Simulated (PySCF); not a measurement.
C₆ coefficients of unlike pairs at PBE0

Calculated with PySCF 2.14 from the dipole response of each species, C₆(A,B) = (3/π) ∫ α_A(iu) α_B(iu) du, in atomic units, from isotropic polarisabilities. For ions this is the dispersion term alone; charge-induced terms of lower order in 1/R come first.

| species | configuration | basis | relativity | α (bohr³) | C₆ (like pair) |
| --- | --- | --- | --- | --- | --- |
| Ge³⁺ | [Ar] 3d10 4s1 (2S) | x2c-TZVPPall with one added diffuse shell each of s, p, d type (7s6p5d1f) | spin-free X2C | 6.166 | 13.43 |
| Br³⁺ | [Ar] 3d10 4s2 4p2 (3P) | aug-cc-pVTZ-DK (7s6p4d2f) | spin-free X2C | 6.018 | 22.13 |
| Ga³⁺ | [Ar] 3d10 (1S) | def2-TZVPPD (7s5p5d1f) | none | 0.9722 | 1.093 |
| Ge²⁺ | [Ar] 3d10 4s2 (1S) | x2c-QZVPPall with one added diffuse shell each of s, p, d, f type (12s9p6d5f1g) | spin-free X2C | 10.65 | 41.80 |

Problem. Estimate C₆ for Ga³⁺ with Br³⁺.

Solution. The integral gives 4.674. The combination rule 2 C_A C_B / (C_A α_B/α_A + C_B α_A/α_B) gives 4.678 and the geometric mean 4.918.

No spin-orbit coupling is included.

The other pairs:

```
      pair     C₆
Br³⁺, Ge³⁺  16.79
Ga³⁺, Ge³⁺  3.366
Ge²⁺, Br³⁺  29.73
Ge²⁺, Ge³⁺  23.67
Ge²⁺, Ga³⁺  6.029
```
